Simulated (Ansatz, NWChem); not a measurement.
**How basis sets differ on SiAsNH6 (SMILES N[AsH][SiH3])**

SiAsNH6 has 9 atoms, charge 0, and is taken as a singlet. As SMILES, `N[AsH][SiH3]`. The coordinates come from a PBE0-D4/def2-TZVP relaxation. This is one conformer, not always the lowest.

```tsv
atom	x (Å)	y (Å)	z (Å)
N	-1.1011	0.7190	-1.1456
As	0.7351	0.4381	-0.9889
Si	0.5573	-1.0647	0.8286
H	-1.3037	1.2914	-1.9543
H	-1.5253	1.1443	-0.3323
H	1.1441	1.5926	-0.0598
H	1.8895	-1.1940	1.4779
H	0.1239	-2.3933	0.3267
H	-0.4312	-0.5797	1.8306
```

Each level gives the dipole moment (D). The values are calculated.

```json
{"level": "HF/STO-3G", "kind": "Hartree–Fock", "program": "Ansatz", "value (D)": "1.62", "CPU time": "2.1 s"}
{"level": "HF/3-21G", "kind": "Hartree–Fock", "program": "Ansatz", "value (D)": "1.68", "CPU time": "2.3 s"}
{"level": "HF/def2-SVP", "kind": "Hartree–Fock", "program": "Ansatz", "value (D)": "1.42", "CPU time": "8.4 s"}
{"level": "HF/6-311G**", "kind": "Hartree–Fock", "program": "NWChem", "value (D)": "1.39", "CPU time": "58 s"}
{"level": "HF/def2-TZVP", "kind": "Hartree–Fock", "program": "Ansatz", "value (D)": "1.35", "CPU time": "19 s"}
```

All-electron rows without a relativistic Hamiltonian named are non-relativistic. The values span 1.35 to 1.68 D. Sets without polarisation functions give poor dipoles. Without the sets that lack polarisation functions the rows with a basis span only 1.35 to 1.42 D. CPU times are rough (shared hosts, several kinds of processor): they show what a rung costs within a factor of a few.
